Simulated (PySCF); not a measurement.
**Ligand-field analysis of Ag6+**

The free ion Ag6+ in its d5 configuration.

Method (PySCF 2.14, density fitting): CASSCF(5,5) with orbitals averaged over all microstates of the shell, strongly contracted NEVPT2 on the averaged canonical orbitals; basis x2c-TZVPall; spin-free X2C; gas phase; spin-orbit coupling by state interaction with the mean-field operator over all roots.

## Spin-free states

```tsv
2S+1	deg.	free-ion term	CASSCF / cm⁻¹	NEVPT2 / cm⁻¹
6	1	6S 1.00	0	0
4	9	4G 1.00	35747	33045
4	3	4P 1.00	41868	38374
4	5	4D 1.00	43925	39800
2	13	2I 1.00	51354	48019
2	5	2D 1.00	58548	53313
4	7	4F 1.00	59392	54618
2	7	2F 1.00	59812	54939
2	9	2G 1.00	64205	58648
2	11	2H 1.00	63316	58876
2	7	2F 1.00	68878	62500
2	1	2S 1.00	75887	68326
2	5	2D 1.00	84344	76804
2	9	2G 1.00	92522	84758
2	3	2P 1.00	112382	101836
2	5	2D 1.00	122103	111600
```

Energies are counted from the ground state at NEVPT2 level. Weights follow the labels.

## Magnetism

The lowest spin-orbit level is 6-fold with J = 5/2; the next lies at 32087.7 cm⁻¹. μeff is 5.90 μB at 300 K and 5.90 μB at 10 K; the spin-only value is 5.92 μB.

```tsv
T / K	χT / cm³ K mol⁻¹	μeff / μB
2	4.353	5.90
5	4.353	5.90
10	4.353	5.90
20	4.353	5.90
30	4.353	5.90
50	4.353	5.90
75	4.353	5.90
100	4.353	5.90
150	4.353	5.90
200	4.353	5.90
250	4.353	5.90
300	4.353	5.90
```

Powder magnetisation at 2 K: 1.82 μB at 0.5 T, 3.11 μB at 1 T, 4.28 μB at 2 T, 4.68 μB at 3 T, 4.91 μB at 5 T, 4.97 μB at 7 T.

Ligand-field fit:

| cm⁻¹ | CASSCF | NEVPT2 |
| --- | --- | --- |
| B | 1168 | 1042 |
| C | 4813 | 4486 |

Spin-orbit constant ζ = 2369 cm⁻¹.

Measured levels beside the computed ones:

```tsv
level	computed / cm⁻¹	measured / cm⁻¹
6S J = 5/2	0	0
4G J = 5/2	32088	29390
4G J = 7/2	32887	30378
4G J = 11/2	33116	30662
4G J = 9/2	33321	30907
4P J = 1/2	37554	34605
4D J = 7/2	39661	36485
```

Source of the measured levels: measured levels as listed in Gamrath, thesis, University of Mons (2023).

The job took 6.3 s on one thread of Intel Xeon Platinum 8488C (shared host), with 63 basis functions, launched as `OMP_NUM_THREADS=1 python lf_run.py task.json out`.
